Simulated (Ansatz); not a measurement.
Ansatz results at the PBE0-D4/def2-TZVP geometry: HOMO–LUMO gap (PBE/def2-TZVPP) 5.73 eV; HOMO–LUMO gap (B3LYP/def2-TZVPP) 7.55 eV; ideal-gas entropy at 298 K and 1 bar (rigid rotor, harmonic PBE0-D4/def2-TZVP) 329 J/(mol·K).

Each molecule was computed in one conformer, which needn't be the lowest.

Problem. Which molecule gave them?
A. `O[B](F)[GeH3]`
B. `[SiH3][CH2][SbH2]`
C. `B[O][GeH2][F]`
D. `CSCO`

Solution. A. The others give `B[O][GeH2][F]`: 5.38, 7.43, 327; `CSCO`: 5.32, 7.00, 313; `[SiH3][CH2][SbH2]`: 4.81, 6.16, 345.

B3LYP here is the variant with VWN-RPA as its local correlation; programs differ in this.
